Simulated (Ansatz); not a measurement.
cyclobutene (C$_{4}$H$_{6}$), singlet, at a GFN2-xTB geometry; Ansatz (a quantum-chemistry and plane-wave program) with MP2/STO-3G.

Ansatz was given this input:
Ansatz 0.2 input:
```yaml
crystal:
  periodic: [false, false, false]
  atoms:
    - {symbol: C, position_ang: [0.00522404, -0.65803470, 0.81160491]}
    - {symbol: C, position_ang: [0.00258559, 0.67078963, 0.80110802]}
    - {symbol: C, position_ang: [-0.00181609, -0.78077129, -0.68679068]}
    - {symbol: C, position_ang: [-0.00489486, 0.76981077, -0.69903932]}
    - {symbol: H, position_ang: [0.01043100, -1.40624811, 1.58354624]}
    - {symbol: H, position_ang: [0.00479724, 1.43111936, 1.56113280]}
    - {symbol: H, position_ang: [-0.89062366, -1.24422161, -1.11243761]}
    - {symbol: H, position_ang: [0.88461218, -1.24076490, -1.12106160]}
    - {symbol: H, position_ang: [0.87971347, 1.22640274, -1.14055069]}
    - {symbol: H, position_ang: [-0.89552237, 1.22294603, -1.13192670]}
basis:
  gaussian:
    orbitals: STO-3G
magnetization: {spin_polarized: false}
correlation: {method: mp2}
```

The log (banner, timings and long lists left out):

```
Functional definition: HF
365 factors; integrals over basis functions are off by at most 3.9e-5 eV
mean field evaluation 1: about -4163.4895 eV, gradient 1.3e1 eV
mean field evaluation 2: about -4163.6838 eV, gradient 1.3e1 eV
mean field evaluation 4: about -4164.4017 eV, gradient 5.1e-1 eV
mean field evaluation 8: about -4164.4021 eV, gradient 8.2e-7 eV
mean field -4164.40205096 eV, -153.0389526396 hartree, gradient 4.3e-7 eV, S^2 0.000000; 0 other end points of the search recorded, 0 dependent functions left out; unrestricted orbitals would lower it
mean field evaluation 16: about -4164.4943 eV, gradient 1.1e-1 eV
4 core orbitals not correlated
reference -4164.40205096 eV, -153.0389526396 hartree; 11, 11 occupied and 11, 11 virtual orbitals, 365 factors
second order -6.02999821 eV of doubles, -0.00000000 eV of singles
Total energy: -4170.43204917 eV, -153.2605509866 hartree
```
